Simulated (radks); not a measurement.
Values are calculated unless marked as measured or tabulated.
Tc, configuration [Kr] 4d5 5s2.

Code: a radial shooting solver on a logarithmic mesh with Libxc functionals. Model: Dirac Kohn-Sham, PBEsol, spin-unpolarised, spherical densities, finite nucleus; open shells fill j = l - 1/2 first; Fermi nuclear charge, rms radius 4.4112 fm.

Energy parts (eV):
| part | energy |
|---|---|
| total | -116572.965 |
| kinetic | 121078.638 |
| electron-nucleus | -281765.626 |
| Hartree | 47547.552 |
| exchange-correlation | -3433.529 |

Orbitals (lengths in bohr, moments of r in powers of bohr):
1s1/2: occ. 2; eigenvalue (eV) -20844.58; <1/r> 44.69
2s1/2: occ. 2; eigenvalue (eV) -2973.373; <1/r> 10.20
2p1/2: occ. 2; eigenvalue (eV) -2742.339; <1/r> 10.18
2p3/2: occ. 4; eigenvalue (eV) -2624.199; <1/r> 9.665
3s1/2: occ. 2; eigenvalue (eV) -517.5614; <1/r> 3.505
3p1/2: occ. 2; eigenvalue (eV) -428.7786; <1/r> 3.406
3p3/2: occ. 4; eigenvalue (eV) -409.0169; <1/r> 3.283
3d3/2: occ. 4; eigenvalue (eV) -251.8028; <1/r> 3.101
3d5/2: occ. 6; eigenvalue (eV) -248.0026; <1/r> 3.069
4s1/2: occ. 2; eigenvalue (eV) -73.1563; <1/r> 1.298
4p1/2: occ. 2; eigenvalue (eV) -47.1992; <1/r> 1.177
4p3/2: occ. 4; eigenvalue (eV) -44.2395; <1/r> 1.140
4d3/2: occ. 4; eigenvalue (eV) -6.7720; <1/r> 0.7932
4d5/2: occ. 1; eigenvalue (eV) -6.4870; <1/r> 0.7829
5s1/2: occ. 2; eigenvalue (eV) -5.0652; <1/r> 0.3907

The highest occupied level is 5s1/2 at -5.065 eV. The density falls to 0.001 e/bohr^3 at r = 4.74 bohr. For comparison, the ionisation energy in NIST's Atomic Spectra Database is 7.119 eV (measured). In exact Kohn-Sham theory the highest level is minus the ionisation energy, but local and semilocal functionals leave it too shallow, through self-interaction and a potential that decays too fast; potentials with the right tail come closer. Summed over all electrons, <r^2> = 58.74 bohr^2, which gives a Langevin (diamagnetic) susceptibility term of -46.5 x 10^-6 cm^3/mol. The electron density at the nucleus is 1e+05 e/bohr^3.

Beside tabulated values, note that spin-unpolarised runs miss the spin-polarisation part of the exchange energy of open shells.
